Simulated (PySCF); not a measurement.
Nb(NH)(F)2(NH2) (F2H3N2Nb), SMILES [NH]=[Nb]([NH2])([F])[F], multiplicity 1. Geometry optimised at PBE0-D3(BJ)/def2-SVP. The multiplicity is an assumed one; other spin states were not compared. The def2 effective core potentials stand for the cores of Nb; spin–orbit coupling is left out. One conformer was computed; it need not be the lowest.

Question: Give the equilibrium geometry at PBE0-D3(BJ)/def2-SVP (PySCF confirms it by a frequency run) as Cartesian coordinates in Å, and its point group. (The exact figures need the calculation; the answer reports its results.)

Answer: This is not unique; one that fits is point group Cs.
```xyz
8

Nb    -0.0381    -0.0244     0.0000
N      0.1931    -1.7461     0.0000
H      0.1960    -2.7612     0.0000
F     -0.9524     0.5305     1.5499
F     -0.9524     0.5305    -1.5499
N      1.7879     0.6636     0.0000
H      2.6504     0.1282     0.0000
H      1.9933     1.6620     0.0000
```
